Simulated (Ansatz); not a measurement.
System: HS2 (charge 0, doublet). SMILES: [S]S
Structure (B3LYP-D3(BJ)/def2-TZVP (Ansatz, a first-principles code) minimum search):
```
S
H 1 1.3565
S 1 1.9776 2 102.01
```
Charge 0, spin multiplicity 2.

PBE beside other levels, property by property. Valence correlation only, unless marked. Open shells are spin-unrestricted. Spin-orbit coupling is left out. No relativistic terms. CBS(X,Y): correlation extrapolated as X^-3; Hartree-Fock from the larger set. Atomisation energies are electronic, to ground-state atoms; the column to compare with has the core term from cc-pwCVTZ added, other frozen-core levels have none. Vertical energies are electronic, to the SCF solution reached for that spin. The coupled-cluster column (Ansatz) is a level with limits of its own: CCSD(T)/CBS(def2-TZVPPD,def2-QZVPPD).

```tsv
property	PBE/def2-TZVPD (Ansatz)	r2SCAN/def2-TZVPD (Ansatz)	CAM-B3LYP/def2-TZVPD (Ansatz)	RI-MP2/CBS(aug-cc-pV(T+d)Z,aug-cc-pV(Q+d)Z) (Ansatz)	coupled cluster
vertical ionisation energy to the triplet (eV)	9.51	9.50	9.63	9.68	9.68
atomisation energy (kcal/mol)	173.5	169.2	161.4	164.9	164.5
```

As the rows show:
- vertical ionisation energy to the triplet: PBE lies 0.17 eV below coupled cluster.
- atomisation energy: PBE lies 9.0 kcal/mol above coupled cluster.
